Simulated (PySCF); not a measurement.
## Electronic structure of Be⁺ (beryllium, charge +1) at the UHF level

Configuration: [He] 2p1, 2P determinant (an excited configuration). All numbers are calculated (PySCF 2.14, no relativity, point nucleus, in aug-cc-pCVTZ).

| Quantity | Value |
| --- | --- |
| Total energy | -14.130568 hartree |
| One-electron energy | -17.4492 hartree |
| Hartree (Coulomb) energy | 5.8099 hartree |
| Exchange energy | -2.4913 hartree |
| Kinetic energy | 14.13066 hartree |
| ⟨S²⟩ | 0.7500 |
| ⟨L²⟩ | 2.000 |
| Sum of ⟨r⟩ | 3.203 bohr |
| Sum of ⟨r²⟩ | 7.287 bohr² |
| Traceless quadrupole moment −½Σ⟨3z² − r²⟩ along its main axis | -2.73 e·bohr² |
| Density at the nucleus (Gaussians lack the cusp) | 33.3 bohr⁻³ |
| Spin density at the nucleus | -0.0917 bohr⁻³ |
| Langevin diamagnetic susceptibility | -5.77 ×10⁻⁶ cm³/mol |

| shell | electrons | mean orbital energy (hartree) | rms radius, mean of both spins (bohr) |
| --- | --- | --- | --- |
| 1s α | 1 | -5.15110 | 0.484 |
| 1s β | 1 | -5.14122 | 0.484 |
| 2p α | 1 | -0.51965 | 2.61 |

Spin-orbit constants ζ (cm⁻¹) from the X2C one-electron operator on these orbitals (non-relativistic here): bare nucleus, nucleus screened by l(l+1)(2l+1)/3 electrons, and screened by the Breit-Pauli mean field of the electrons.

| shell | bare | screened nucleus | mean field |
| --- | --- | --- | --- |
| 2p | 10.79 | 5.395 | 3.603 |

To first order the Landé constant is A = 3.603 cm⁻¹, so the lowest level has J = 1/2 and lies 0.000447 eV below the centre of the term.
